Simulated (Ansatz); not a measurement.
Abridged output of a molecular run in Ansatz:

```
Functional definition: HF
1040 factors; integrals over basis functions are off by at most 1.2e-3 eV
mean field evaluation 1: about -17902.7493 eV, gradient 3.0e1 eV
mean field evaluation 2: about -17902.7502 eV, gradient 3.0e1 eV
mean field evaluation 4: about -17905.4695 eV, gradient 3.0e0 eV
mean field evaluation 8: about -17905.5054 eV, gradient 4.0e-5 eV
mean field -17905.50544437 eV, -658.0151882929 hartree, gradient 5.7e-7 eV, S^2 0.000000; 0 other end points of the search recorded, 0 dependent functions left out
12 core orbitals not correlated: weight in the atoms' cores, before any rotation towards them, 1.000 or more for the frozen orbitals, at most 0.000 for the correlated occupied ones
reference -17905.50544437 eV, -658.0151882929 hartree; 12, 12 occupied and 80, 80 virtual orbitals, 1040 factors
second order -13.08026293 eV of doubles, -0.00000000 eV of singles
cycle   1  -14.20043465 eV  change    -1.1e0 eV  update   8.4e-2
cycle   2  -14.65930474 eV  change   -4.6e-1 eV  update   2.6e-2
cycle   3  -14.70539144 eV  change   -4.6e-2 eV  update   7.9e-3
cycle   4  -14.70389485 eV  change    1.5e-3 eV  update   2.4e-3
cycle   5  -14.70354088 eV  change    3.5e-4 eV  update   6.5e-4
cycle   6  -14.70343578 eV  change    1.1e-4 eV  update   2.2e-4
cycle   7  -14.70344395 eV  change   -8.2e-6 eV  update   6.0e-5
cycle   8  -14.70345226 eV  change   -8.3e-6 eV  update   1.9e-5
perturbative correction -0.45610486 eV, -0.0167615445 hartree
Total energy: -17920.66500149 eV, -658.5722917416 hartree
```

Its atoms:

Cartesian coordinates in Å:
```
C 0.0636 0.6392 1.2001
Si -1.2803 -0.1927 0.1586
C -0.0904 -0.3943 -1.2997
Si 1.3020 -0.0063 -0.0777
H 0.1807 0.3333 2.2385
H -0.0184 1.7291 1.1630
H -2.5054 0.6144 -0.0995
H -1.6878 -1.5066 0.7269
H -0.2154 0.4084 -2.0321
H -0.0699 -1.3470 -1.8264
H 1.9884 -1.2412 0.3906
H 2.3328 0.9636 -0.5422
```

Task: Which basis set was used?
A. def2-SVP
B. cc-pV(Q+d)Z
C. def2-QZVPP
D. def2-SVPD

Result: A. It gives 104 functions.

Task: Write the keys of the input that set method, charge and spin (a neutral closed shell needs none for the last two).

Result: 
```yaml
correlation: {method: ccsd_t}
```
